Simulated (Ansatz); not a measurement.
Consider the ligand exchange at the Al–N bond: `FC[NH][AlH][SH]` + `CNC` → `C[N](C)[AlH][SH]` + `NCF`.

Isolated molecules relaxed with PBE0-D4/def2-TZVP in Ansatz; ΔE leaves out vibrations. CCSD(T)/CBS is the MP2 limit (def2-TZVPP, def2-QZVPP) plus CCSD(T) − MP2 in def2-TZVPP, frozen cores. Functionals use def2-TZVPP. B3LYP here is the variant with VWN-RPA as its local correlation; programs differ in this. Each species was taken in one conformer, which may not be the lowest.

```
             level  ΔE (kcal/mol)
           PBE0-D4           -1.0
          B3LYP-D4           -1.1
SCS-MP2/def2-TZVPP           -0.8
   CCSD/def2-TZVPP           -0.4
```

Problem. What does CCSD(T)/CBS give? (An estimate is asked.)

Solution. Computed: -0.8 kcal/mol. The listed levels differ from it by -0.2, -0.3, 0.0, 0.4 kcal/mol.

Largest T1 diagnostic among the species: 0.012.

The D4 term adds −1.2 kcal/mol with B3LYP and −0.7 kcal/mol with PBE0; it sums over pairs of atoms, weighted by their polarisabilities, and B3LYP, whose exchange is more repulsive, gets the larger term. In def2-TZVPP, CCSD(T) changes the Hartree–Fock value by −2.5 kcal/mol (the triples alone add −0.5 kcal/mol) and MP2 by −2.9 kcal/mol.
